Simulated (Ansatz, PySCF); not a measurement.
The pair A = N2 (SMILES N#N) (first 2 atoms), B = HBr (SMILES Br); geometry from B3LYP-D3(BJ)/def2-TZVP.
(charge 0, multiplicity 1):
```csv
atom,x (Å),y (Å),z (Å)
N,0.1023,-0.3345,0.1544
N,0.1042,-0.3385,-0.9360
Br,0.0908,-0.3017,4.0035
H,0.0963,-0.3187,2.5779
```

Frozen-core correlation. Filled d and f shells under p-block atoms count as core. CBS(a, b) extrapolates the correlation energy as X⁻³ and adds the Hartree–Fock energy of set b. MP2 and its Hartree–Fock in aug-cc-pVQZ are density fitted.

Programs: Ansatz (an electronic-structure program); PySCF for the dispersion terms. Each number belongs to the level named beside it.

The monomers are drawn apart, rigid, along the line of their centres of mass. Counterpoise-corrected interaction energies (kcal/mol):

```
level                                                     R = 5.346 Å  R = 6.315 Å
--------------------------------------------------------  -----------  -----------
PBE/def2-TZVPPD                                               -0.4518      -0.1529
PBE-D3(BJ)/def2-TZVPPD                                        -0.6200      -0.2096
wB97M-V/def2-TZVPPD                                           -0.4656      -0.1772
MP2/CBS(aug-cc-pVTZ, aug-cc-pVQZ) + ΔCCSD(T)/aug-cc-pVTZ      -0.5251      -0.1904
```

R is the distance of the centres of mass. Find the local exponent m of E ∝ R⁻ᵐ between the two points.


m = ln(E₁/E₂)/ln(R₂/R₁): PBE/def2-TZVPPD 6.5; PBE-D3(BJ)/def2-TZVPPD 6.5; wB97M-V/def2-TZVPPD 5.8; MP2/CBS(aug-cc-pVTZ, aug-cc-pVQZ) + ΔCCSD(T)/aug-cc-pVTZ 6.1. For scale, two fixed dipoles give m = 3, dipole and quadrupole 4, quadrupoles 5, and dispersion or dipole-induced dipole 6 at long range; at these distances several terms mix, and what is left of overlap and damping shifts m, so it need not match one of them.
